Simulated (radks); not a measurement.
Problem. Ar II, configuration [Ne] 3s2 3p5. Calculated with a radial shooting solver on a logarithmic mesh with Libxc functionals: scalar-relativistic Kohn-Sham, exchange-only LDA, spin-polarised, spherical densities, point nucleus; open shells are filled with parallel spins first. Some entries of the table are withheld. Estimate them.

| orbital | occ. | eigenvalue (eV) | <r> (bohr) |
|---|---|---|---|
| 1s up | 1 | -3122.104 | 0.08595 |
| 1s down | 1 | -3121.862 | 0.08595 |
| 2s up | 1 | -307.9988 | (1) |
| 2s down | 1 | -307.7275 | (2) |
| 2p up | 3 | (3) | (4) |
| 2p down | 3 | (5) | (6) |
| 3s up | 1 | -35.7363 | 1.371 |
| 3s down | 1 | -34.4427 | 1.376 |
| 3p up | 3 | -21.3211 | 1.557 |
| 3p down | 2 | -20.1178 | 1.573 |

Solution. 
(1) 2s up <r> (bohr): 0.4158
(2) 2s down <r> (bohr): 0.4156
(3) 2p up eigenvalue (eV): -241.9494
(4) 2p up <r> (bohr): 0.3775
(5) 2p down eigenvalue (eV): -241.6179
(6) 2p down <r> (bohr): 0.3774
